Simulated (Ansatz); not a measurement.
VBr₄, that is [VBr4]- with one electron fewer: single points at one geometry.

```yaml
crystal:
  periodic: [false, false, false]
  atoms:
    - {symbol: V, position_ang: [-0.000006, -0.000005, 0.000006]}
    - {symbol: Br, position_ang: [0.010205, -0.015872, 2.393737]}
    - {symbol: Br, position_ang: [2.253503, 0.010354, -0.807510]}
    - {symbol: Br, position_ang: [-1.136189, 1.957260, -0.780144]}
    - {symbol: Br, position_ang: [-1.127513, -1.951738, -0.806089]}
basis:
  gaussian: {orbitals: def2-TZVPD, initial_orbitals: start.molden}
magnetization: {spin_polarized: true, initial_magnetization: 1}
hamiltonian: {xc: pbe, dispersion: d4}
scf: {omitted_lower_state_checks: [starts]}
output: {orbitals: {seedname: orbitals}}
```

The file start.molden holds the orbitals of an earlier run on this structure, at another level or in another basis.

```sh
$ ansatz run in.yaml --threads 4 --pin off --events-out ev --progress --plain --max-ram 8704MiB
```

Shortened log:

```
Functional definition: PBE
2133 factors; their error is unknown
mean field evaluation 1: about -305830.9650 eV, gradient 1.3e1 eV
mean field evaluation 2: about -305831.2486 eV, gradient 4.4e-1 eV
mean field evaluation 4: about -305831.2381 eV, gradient 7.7e-2 eV
mean field evaluation 8: about -305831.2381 eV, gradient 2.2e-5 eV
mean field evaluation 16: about -305831.2381 eV, gradient 9.3e-6 eV
mean field -305831.23807641 eV, -11239.0906994495 hartree, gradient 9.3e-6 eV, S^2 0.777407; 0 other end points of the search recorded, 0 dependent functions left out
reference -305831.23814858 eV, -11239.0907021017 hartree; 82, 81 occupied and 194, 195 virtual orbitals, 2133 factors
Total energy: -305831.49454523 eV, -11239.1001245047 hartree
Checks for a lower state left out: starts
```

Run time 11 s (4 threads of Intel Xeon 6975P-C on a shared host), peak host memory 1.4 GiB.

First input, but with `gaussian: {orbitals: def2-TZVPD}`, `hamiltonian: {xc: pbe0, dispersion: d4}` (abridged; 48 s):

```
Functional definition: PBE0
mean field evaluation 16: about -305840.2081 eV, gradient 2.2e-3 eV
mean field evaluation 32: about -305840.2119 eV, gradient 3.5e-2 eV
mean field -305840.21321767 eV, -11239.4205298072 hartree, gradient 5.8e-6 eV, S^2 0.802330; 1 other end points of the search recorded, 0 dependent functions left out
Total energy: -305840.44216118 eV, -11239.4289433261 hartree
Checks for a lower state left out: starts
```

As the first input, with `hamiltonian: {xc: r2scan, dispersion: d4}` (abridged; 25 s):

```
Functional definition: r2SCAN
mean field -305876.87321092 eV, -11240.7677597102 hartree, gradient 2.5e-6 eV, S^2 0.803116
Total energy: -305876.93051476 eV, -11240.7698655875 hartree
Checks for a lower state left out: starts
```

Geometry: r2SCAN-D4/def2-SVPD, that of the charge -1 triplet.

At PBE-D4/def2-TZVPD the gap within one spin of the charge 0 doublet nearly closes, so an electron or hole may be smeared out by delocalisation error.
